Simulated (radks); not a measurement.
The cerium ion Ce2+ inside a hard spherical wall (all orbitals vanish at R), configuration held at [Xe] 4f2 and not refilled when levels cross. Method: scalar-relativistic Kohn-Sham, LDA (Slater exchange, Perdew-Wang correlation), spin-unpolarised, spherical densities, point nucleus; computed with a radial shooting solver on a logarithmic mesh with Libxc functionals. Eigenvalues in eV, with the zero of energy where the potential of the charges vanishes at infinity; a dash marks a level that is unbound or too diffuse for the functional's potential to be trusted. A positive occupied level is held by the wall or, in an anion where self-interaction has pushed it up, behind a barrier. The pressure on the wall is -dE/dV.

| R (bohr) | E (hartree) | kinetic (hartree) | e(4d) | e(5s) | e(5p) | e(5d, empty) | e(4f) | e(6s, empty) | pressure (GPa) |
|---|---|---|---|---|---|---|---|---|---|
| free | -8853.2961 | 9381.687 | -116.56 | -50.248 | -33.385 | -13.524 | -13.227 | -12.980 | 0 |
| 20 | -8853.2961 | 9381.687 | -116.56 | -50.248 | -33.385 | -13.524 | -13.227 | -12.980 | < 0.0001 |
| 12 | -8853.2961 | 9381.687 | -116.56 | -50.248 | -33.385 | -13.524 | -13.227 | -12.980 | < 0.0001 |
| 10 | -8853.2961 | 9381.687 | -116.56 | -50.247 | -33.385 | -13.524 | -13.227 | -12.975 | < 0.0001 |
| 6 | -8853.2949 | 9381.699 | -116.47 | -50.187 | -33.331 | -13.297 | -13.143 | -11.960 | 0.153 |
| 4 | -8853.2005 | 9382.477 | -114.52 | -48.778 | -31.831 | -9.762 | -11.272 | -1.071 | 32.6 |
| 3 | -8852.2924 | 9387.860 | -106.49 | -42.280 | -24.075 | 3.104 | -3.483 | 32.592 | 619 |
| 2.5 | -8849.9673 | 9398.790 | -95.156 | -30.782 | -9.985 | 23.508 | 8.018 | 82.140 | 3030 |
| 2 | -8841.5829 | 9432.187 | -71.500 | 2.595 | 30.025 | 75.799 | 33.800 | 201.06 | 18000 |
